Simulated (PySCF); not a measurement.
Se(OH)(GeH3) (GeH₄OSe), SMILES O[Se][GeH3]. Geometry: PBE-D3(BJ)/def2-SVP. This is a generated structure with no PubChem entry under its InChIKey; it may be hypothetical. One conformer was computed; it need not be the lowest.

Computed equilibrium geometry at PBE-D3(BJ)/def2-SVP (PySCF confirms it by a frequency run) as bond lengths and angles (one conformer of several):
Atoms: Se1 O2 H3 Ge4 H5 H6 H7. Bonds (Å): Se1–O2 1.859, Se1–Ge4 2.382, O2–H3 0.979, Ge4–H5 1.553, Ge4–H6 1.552, Ge4–H7 1.549. Angles (°): O2–Se1–Ge4 94.9, Se1–O2–H3 103.9, Se1–Ge4–H5 107.1, Se1–Ge4–H6 109.2, Se1–Ge4–H7 109.6, H5–Ge4–H6 110.4, H5–Ge4–H7 110.9, H6–Ge4–H7 109.6.
Charge 0, spin multiplicity 1.
